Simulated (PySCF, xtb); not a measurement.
C₂H₇FSeSi, SMILES [SeH][Si](C)(C)F. One conformer was computed; it need not be the lowest.

Harmonic wavenumbers (cm⁻¹) from GFN2-xTB (xtb) at its own minimum, in rising order: 74, 81, 89, 127, 132, 173, 178, 215, 349, 596, 675, 760, 784, 794, 829, 844, 867, 1367, 1369, 1464, 1466, 1468, 1469, 2077, 3036, 3040, 3047, 3048, 3050, 3050.

Task: What does B3LYP-D3(BJ)/def2-SVP (PySCF) give at its own minimum? (An estimate is asked for; the answer gives what the named calculation found.)

Result: 78, 147, 152, 162, 173, 210, 215, 268, 391, 630, 675, 692, 741, 792, 801, 851, 919, 1273, 1277, 1422, 1423, 1430, 1436, 2401, 3029, 3030, 3117, 3119, 3136, 3136. Paired by order, the mean absolute difference is 54 cm⁻¹ and the zero-point energies are 52.2 and 53.1 kcal/mol.
